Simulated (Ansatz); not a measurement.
Input file for Ansatz (an electronic-structure program): R-B2PLYP/def2-TZVPPD on BH3 (SMILES B). Files ending in .json are basis or fitting sets from the Basis Set Exchange.

Ansatz 0.2 input:
```yaml
crystal:
  periodic: [false, false, false]
  atoms:
    - {symbol: B, position_ang: [-0.32926278, 0.60267203, 0.75954861]}
    - {symbol: H, position_ang: [0.00165623, -0.22085688, -0.05593228]}
    - {symbol: H, position_ang: [-1.49506387, 0.90385229, 0.70558004]}
    - {symbol: H, position_ang: [0.43342644, 1.52902770, 0.89040317]}
basis:
  gaussian:
    orbitals: def2-TZVPPD.json
hamiltonian:
  xc: {name: B2PLYP}
magnetization: {spin_polarized: false}
correlation: {electrons: outside_noble_gas}
scf: {lower_state_search: off}
```

The head of its log:

```
WARN ansatz: RAYON_NUM_THREADS=1 ignored (pool sized by the plan → 1); use --threads N
Functional definition: B2PLYP
these checks for a lower state are left out or cut short: stability, starts, cluster_reference, orbital_swaps, neighbouring_geometries, increment
integrals: 0.03 GiB planned
487 factors; integrals over basis functions are off by at most 1.5e-3 eV
mean field: 0.16 GiB planned
mean field evaluation 1: about -721.4372 eV, gradient 1.1e1 eV
mean field evaluation 2: about -721.4361 eV, gradient 1.1e1 eV
mean field evaluation 4: about -721.8081 eV, gradient 5.3e-1 eV
mean field evaluation 8: about -721.8091 eV, gradient 1.4e-3 eV
mean field -721.80909014 eV, -26.5259948030 hartree, gradient 7.2e-6 eV, S^2 0.000000; 0 other end points of the search recorded, 0 dependent functions left out
1 core orbitals not correlated
reference -721.80921361 eV, -26.5259993405 hartree; 3, 3 occupied and 84, 84 virtual orbitals, 487 factors
```

### Question
What total energy does the run end on?

### Answer
-26.5635 hartree.
